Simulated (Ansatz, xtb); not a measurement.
**BH5NSiZn+: which of two structures lies lower**

Structure a is a singlet given by its coordinates and structure b is a singlet given by its coordinates. Both are isolated ions in the gas phase, relaxed with B3LYP-D3(BJ)/def2-SVP.

a (Å):

```yaml
atoms:
  - { symbol: B, position_ang: [0.6096, 0.9057, -0.0796] }
  - { symbol: N, position_ang: [-0.6196, 1.4894, 0.1072] }
  - { symbol: Si, position_ang: [1.0287, -1.0416, -0.4038] }
  - { symbol: Zn, position_ang: [-1.0454, -2.4638, -0.4010] }
  - { symbol: H, position_ang: [-0.7121, 2.4913, 0.2620] }
  - { symbol: H, position_ang: [1.7514, -1.7952, 0.6570] }
  - { symbol: H, position_ang: [1.6244, 1.5600, -0.0664] }
  - { symbol: H, position_ang: [1.5118, -1.4477, -1.7520] }
  - { symbol: H, position_ang: [-1.5139, 1.0104, 0.1092] }
```

Close contacts (Å): B1–N2 1.37, B1–Si3 2.02, Si3–Zn4 2.51, B1–H7 1.21, N2–H5 1.02, N2–H9 1.01, Si3–H6 1.49, Si3–H8 1.49.

b (Å):

```tsv
atom	x (Å)	y (Å)	z (Å)
B	-1.1374	-1.1144	-0.9176
N	-0.8036	-0.2803	0.0950
Si	0.7976	0.6148	0.1872
Zn	-3.1064	-2.1283	-0.8979
H	0.4592	2.0567	0.2100
H	1.5248	0.1989	-1.0315
H	1.4444	0.1672	1.4425
H	-1.4375	-0.1035	0.8734
H	-0.5864	-1.4768	-1.9144
```

Close contacts (Å): B1–N2 1.35, B1–Zn4 2.21, N2–Si3 1.84, B1–H9 1.20, N2–H8 1.02, Si3–H5 1.48, Si3–H6 1.48, Si3–H7 1.48.

Estimate which is lower in electronic energy at CCSD(T)/def2-SVP + ΔMP2/def2-TZVPP, and by roughly how much.

The CCSD(T)/def2-SVP + ΔMP2/def2-TZVPP calculation puts structure b lower, by 4.5 kcal/mol.

Level by level:

```csv
level,geometry,E(b) − E(a) (kcal/mol),departure from the last row (kcal/mol),"job, with rough time for the two"
B3LYP-D3(BJ)/def2-SVP,B3LYP-D3(BJ)/def2-SVP,−1.7,+2.8,"optimisation, 42 s"
HF/def2-SVP,B3LYP-D3(BJ)/def2-SVP,−4.1,+0.5,part of the CCSD(T) run
MP2/def2-SVP,B3LYP-D3(BJ)/def2-SVP,−4.8,−0.2,part of the CCSD(T) run
CCSD(T)/def2-SVP,B3LYP-D3(BJ)/def2-SVP,−3.4,+1.1,single point
CCSD(T)/def2-SVP + ΔMP2/def2-TZVPP,B3LYP-D3(BJ)/def2-SVP,−4.5,,"single point, 37 s"
```

The levels shown agree on the order. The largest departure from CCSD(T)/def2-SVP + ΔMP2/def2-TZVPP is that of B3LYP-D3(BJ)/def2-SVP, 2.8 kcal/mol. Levels run at GFN2-xTB geometries aren't shown. The last row adds to CCSD(T) the change of the MP2 difference between the two basis sets, here −1.1 kcal/mol.

With harmonic frequencies from B3LYP-D3(BJ)/def2-SVP (ideal gas, rigid rotor, one conformer each, 298.15 K, 1 atm): on the last row, ΔE + ΔZPE = −6.1 kcal/mol. A mode under 50 cm⁻¹ makes harmonic enthalpies and free energies unreliable, so none is given.

The correlated steps freeze 12 core orbitals; the last core shell of Zn is correlated, in a basis made for valence electrons. Run with Ansatz 0.2.0; the last row on 2 threads of Arm Neoverse V2 on a shared host.
